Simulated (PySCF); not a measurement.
Isomers of C8H12BN, from PySCF 2.14.0, PBE0-D3(BJ)/def2-SVP geometry optimisation, gas phase. One conformer each, no zero-point energy, no frequencies.

Question: Which is lower in electronic energy at this level?
A. `[BH2:1][c:2]1[cH:3][cH:4][cH:5][cH:6][c:7]1[N:8]([CH3:9])[CH3:10]` with H–B1–C2–C3 17° and -158°: A = 2184, B = 1178, C = 805.6 MHz, dipole 2.62 D
B. `CB(C)c1ccc(N)cc1`: A = 3280, B = 739.6, C = 608.2 MHz, dipole 3.22 D

Answer: B. That is `CB(C)c1ccc(N)cc1`, 37.4 kcal/mol below the other.

| SMILES | mapped SMILES | E (Eh) | relative (kcal/mol) | relative (kJ/mol) | dipole (D) |
| --- | --- | --- | --- | --- | --- |
| CB(C)c1ccc(N)cc1 | [CH3:1][B:2]([CH3:3])[c:4]1[cH:5][cH:6][c:7]([NH2:8])[cH:9][cH:10]1 | -390.97306 | 0.0 | 0.0 | 3.22 |
| Bc1ccccc1N(C)C | [BH2:1][c:2]1[cH:3][cH:4][cH:5][cH:6][c:7]1[N:8]([CH3:9])[CH3:10] | -390.91340 | 37.4 | 156.6 | 2.62 |

As drawn, the lower has an N–H bond, which the higher lacks.
